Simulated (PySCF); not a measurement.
Mo(O)2(Br)(NH2) (BrH2MoNO2), SMILES [NH2][Mo](=[O])(=[O])[Br], multiplicity 1.

Geometry: B3LYP-D3(BJ)/def2-SVP. The multiplicity is an assumed one; no other spin state was optimised. The structure was generated by enumeration; whether it is a known compound was not checked. The def2 effective core potentials stand for the cores of Mo; spin–orbit coupling is left out. Other conformers were not sampled.

Computed with ωB97X/def2-TZVP run with PySCF.

Symmetry labels are those of the subgroup Cs that the program uses (full group Cs).

Computed valence orbital energies around the gap with their symmetry:
| orbital | symmetry | energy (eV) |
|---|---|---|
| HOMO−7 | A" | -14.24 |
| HOMO−6 | A' | -14.02 |
| HOMO−5 | A' | -13.36 |
| HOMO−4 | A' | -12.37 |
| HOMO−3 | A" | -11.94 |
| HOMO−2 | A' | -11.77 |
| HOMO−1 | A" | -11.05 |
| HOMO | A' | -10.83 |
| LUMO | A' | -0.78 |
| LUMO+1 | A" | -0.44 |
| LUMO+2 | A' | 0.12 |
| LUMO+3 | A' | 1.38 |
